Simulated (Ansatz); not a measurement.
Consider the ligand exchange at a Ge–O bond: `[OH][GeH2][OH]` + `C[SeH]` → `C[Se][GeH2][OH]` + H₂O.

Calculated with Ansatz (gas phase, PBE0-D4/def2-TZVP geometries, no zero-point term in ΔE). CCSD(T)/CBS is the MP2 limit (def2-TZVPP, def2-QZVPP) plus CCSD(T) − MP2 in def2-TZVPP, frozen cores. This one scheme is used for every species. Functionals use def2-TZVPP. B3LYP here is the variant with VWN-RPA as its local correlation; programs differ in this. For Ge, Se outer-core shells are correlated without core-valence functions, which leaves a few kJ/mol of doubt a bond. Scalar relativity is left out up to krypton. One conformer a species, not always the lowest.

Question: Is it downhill or uphill in electronic energy at CCSD(T)/CBS, and by how much? (Best estimate.)

Answer: Ansatz gave: Downhill: ΔE = -0.35 eV.

Question: What do these levels give: PBE-D4, PBE0-D4, B3LYP-D4, ωB97X-V, B2PLYP, PBE, HF/def2-TZVPP, SCS-MP2/def2-TZVPP, CCSD(T)/def2-TZVPP, MP2/def2-QZVPP, HF/CBS(def2), CCSD/CBS(def2)? (An estimate is asked.)

Answer: The calculation gave: PBE-D4 -0.39, PBE0-D4 -0.39, B3LYP-D4 -0.32, ωB97X-V -0.25, B2PLYP -0.25, PBE -0.34, HF/def2-TZVPP -0.14, SCS-MP2/def2-TZVPP -0.25, CCSD(T)/def2-TZVPP -0.28, MP2/def2-QZVPP -0.36, HF/CBS(def2) -0.12, CCSD/CBS(def2) -0.32 eV.

Largest T1 diagnostic among the species: 0.012.

The D4 term adds −0.09 eV with B3LYP and −0.05 eV with PBE0; it sums over pairs of atoms, weighted by their polarisabilities, and B3LYP, whose exchange is more repulsive, gets the larger term. In def2-TZVPP, CCSD(T) changes the Hartree–Fock value by −0.14 eV (the triples alone add −0.02 eV) and MP2 by −0.19 eV.
